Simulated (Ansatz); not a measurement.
Stepwise substitution at one centre (Al Br-SiH3). All species are isolated molecules in the gas phase. Strings in code marks are SMILES.

Quantity: vertical ionisation energy (energy after one electron is removed minus that of the parent at the parent's geometry), in eV.

A: `[SiH3][Al]([SiH3])[SiH3]`
B: `[SiH3][Al]([Br])[Br]`
C: `[SiH3][Al]([SiH3])[Br]`

Problem. Rank these by vertical ionisation energy (energy after one electron is removed minus that of the parent at the parent's geometry) (lowest first), as frozen-core CCSD(T)/cc-pVTZ // B3LYP-D3(BJ)/def2-TZVP (Ansatz, an electronic-structure program) gives it.

Solution. A (9.16 eV), C (9.19 eV), B (10.11 eV)
